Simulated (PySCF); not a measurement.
# Reading the logs of faulty runs: F2H2OSi

All numbers below are calculated, not measured. The program is PySCF 2.14.0, an open-source quantum chemistry code, run on an isolated molecule that a program drew, which may never have been made. The molecule is F2H2OSi (charge 0, singlet), drawn as the SMILES string `O[SiH](F)F`.

Each row is a Hartree-Fock (HF) and frozen-core CCSD(T) single point in the cc-pV(D+d)Z basis, meant for a local HF minimum. Run 1 is clean. Each other run has one planted mistake out of seven kinds, and not every kind appears here: one electron removed, one electron added, multiplicity raised by two, geometry at a saddle point, minimal basis STO-3G, one bond length entered in bohr, all coordinates scaled. The reference is restricted for singlets and unrestricted otherwise, and also for a bond in bohr. Adding or removing an electron swaps singlet and doublet. Electrons count all cores. HOMO and LUMO are orbital energies over both spins, the gradient is its largest component, and the lowest frequency (negative if imaginary) is given only where the gradient is small. Bond lengths are over the 5 bonds as drawn. T1 is the CCSD diagnostic: over 0.02 (restricted) or 0.045 (unrestricted) a single reference is doubtful.

Geometry of the clean run:
```xyz
6
F2H2OSi, angstrom
O     0.4203    0.5975   -1.0066
Si   -0.3462   -0.2200   -2.1644
F    -0.6980    0.7355   -3.3945
F    -1.7564   -0.7559   -1.6409
H     0.0348    1.3569   -0.5942
H     0.4766   -1.3277   -2.6097
```

```
run  electrons  basis functions  <S^2>  HOMO (eV)  LUMO (eV)  gradient (hartree/bohr)  lowest frequency (cm^-1)  mean bond (Å)  longest bond (Å)      T1  HF (hartree)  CCSD(T) (hartree)                          mistake
  1         42               75  0.000     -14.94       4.59                  1.3e-05                       197         1.4402             1.611  0.0118    -564.03387         -564.71554                         no fault
  2         42               26  0.000     -10.35      12.60                  4.0e-02                         -         1.4402             1.611  0.0101    -556.73590         -556.85681             minimal basis STO-3G
  3         42               75  0.000     -14.94       4.86                  4.6e-02                         -         1.3869             1.552  0.0109    -564.02252         -564.69773           all coordinates scaled
  4         41               75  0.759     -21.34     -12.66                  1.7e-01                         -         1.4402             1.611  0.0359    -563.52774         -564.20605             one electron removed
  5         42               75  0.913      -9.42       2.12                  2.3e-02                         -         1.7244             3.017  0.0549    -563.84914         -564.50282  one bond length entered in bohr
  6         43               75  0.752       3.65      10.34                  9.8e-02                         -         1.4402             1.611  0.0194    -563.88168         -564.57783                                ?
```

**Which mistake was planted in run 6, and what did it cost?**

It counts 43 electrons, one more than the clean run, at the same geometry and basis. So the mistake is: one electron added. Subtracting run 1 and multiplying by 627.51 kcal/mol a hartree, the energy moved by 95.5 kcal/mol in HF and 86.4 kcal/mol in CCSD(T).

Cautions from the logs. Run 5: T1 is over the limit, so its CCSD(T) energy is less reliable; run 6: the HOMO is above zero, so the electron isn't bound and the energy depends on the basis.
